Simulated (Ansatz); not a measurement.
Consider the cleavage of the Si–Ge bond: `N[SiH](Cl)[GeH3]` + H₂S → `N[SiH](S)Cl` + GeH₄.

Program: Ansatz. Geometries: PBE0-D4/def2-TZVP. ΔE: electronic, gas phase. CCSD(T)/CBS is the MP2 limit (def2-TZVPP, def2-QZVPP) plus CCSD(T) − MP2 in def2-TZVPP, frozen cores. This one scheme is used for every species. Functionals use def2-TZVPP. B3LYP here is the variant with VWN-RPA as its local correlation; programs differ in this. For Ge outer-core shells are correlated without core-valence functions, which leaves a few kJ/mol of doubt a bond. Scalar relativity is left out up to krypton. Each species was taken in one conformer, which may not be the lowest.

`N[SiH](Cl)[GeH3]`:

```xyz
10

N    -1.221    1.147    0.657
Si   -0.339   -0.311    0.732
Cl    1.003   -0.429    2.318
Ge    0.934   -0.552   -1.257
H    -1.965    1.324    1.313
H    -0.771    2.003    0.376
H    -1.313   -1.402    0.969
H     1.907   -1.734   -1.139
H     0.017   -0.778   -2.471
H     1.749    0.732   -1.498
```

H₂S:

Z-matrix (Å, degrees):
```
S
H 1 1.341
H 1 1.341 2 92.3
```

`N[SiH](S)Cl`:

```xyz
8

N     0.883    0.570   -0.955
Si    0.132   -0.228    0.337
S    -1.539    0.977    0.854
Cl   -0.561   -2.139   -0.048
H     1.849    0.393   -1.177
H     0.356    0.873   -1.758
H     1.136   -0.396    1.406
H    -2.256   -0.049    1.341
```

GeH₄:

Cartesian coordinates in Å:
```
Ge 0.000 0.000 0.000
H 0.525 0.359 1.396
H 0.921 0.610 -1.064
H -1.419 0.557 -0.172
H -0.027 -1.526 -0.160
```

(1) Is it downhill or uphill in electronic energy at CCSD(T)/CBS, and by how much? (Best estimate.)

(2) What do these levels give: PBE0-D4, B3LYP-D4, ωB97X-V, B2PLYP, SCS-MP2/def2-TZVPP, MP2/def2-QZVPP? (Estimate.)

Largest T1 diagnostic among the species: 0.012.

Results:

(1) The calculation gave: Downhill: ΔE = -52.6 kJ/mol.

(2) The calculation gave: PBE0-D4 -50.7, B3LYP-D4 -51.4, ωB97X-V -53.9, B2PLYP -54.3, SCS-MP2/def2-TZVPP -56.8, MP2/def2-QZVPP -58.9 kJ/mol.

From PBE to PBE0 (25 % exact exchange), in def2-TZVPP and without D4, ΔE moves by −3.3 kJ/mol.
